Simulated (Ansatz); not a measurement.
Relaxation of Cl2F4H2Mo (9 atoms, charge 0, multiplicity 1), to a largest force component of 0.03 eV/Å in at most 50 steps.

Level of theory: RKS BHLYP-D4/def2-SVP in Ansatz 0.2.0.

```xyz
9
Properties=species:S:1:pos:R:3:forces:R:3
Mo -0.063 0.065 -0.127 -0.50 0.43 -1.03
F 0.037 -0.036 1.657 -0.24 0.24 0.54
Cl 2.171 0.178 -0.353 0.05 -0.02 -0.02
F -0.131 1.881 0.020 0.03 0.00 0.01
F -1.881 0.124 0.024 0.01 -0.02 0.00
Cl -0.192 -2.172 -0.378 0.03 0.02 -0.01
F -0.258 0.273 -1.921 -0.04 0.03 0.00
H 1.572 -1.667 1.466 0.57 -0.77 -1.08
H 1.500 -1.506 2.155 0.09 0.09 1.59
```

Task: Where does it end, and by what steps?

Result: It converged. After 6 steps the energy has fallen by 0.359 eV; H8 moved furthest, 0.96 Å.

```tsv
step	energy less start (eV)	largest force component (eV/Å)	accepted
0	0.0000	1.589	yes
1	-0.2086	0.375	yes
2	-0.2919	0.462	yes
3	-0.3357	0.129	yes
4	-0.3511	0.196	yes
5	-0.3573	0.131	yes
6	-0.3589	0.018	yes
```

```xyz
9
Properties=species:S:1:pos:R:3
Mo -0.183 0.197 -0.278
F -0.047 0.075 1.526
Cl 2.056 0.286 -0.495
F -0.240 2.009 -0.106
F -1.996 0.229 -0.095
Cl -0.248 -2.045 -0.483
F -0.404 0.406 -2.065
H 2.090 -2.244 2.039
H 1.725 -1.774 2.501
```

Whether the end is a true minimum wasn't checked by a vibrational analysis.

The run took 26 s on 4 threads of Arm Neoverse V2, with other jobs on the host, peak memory 0.39 GiB.
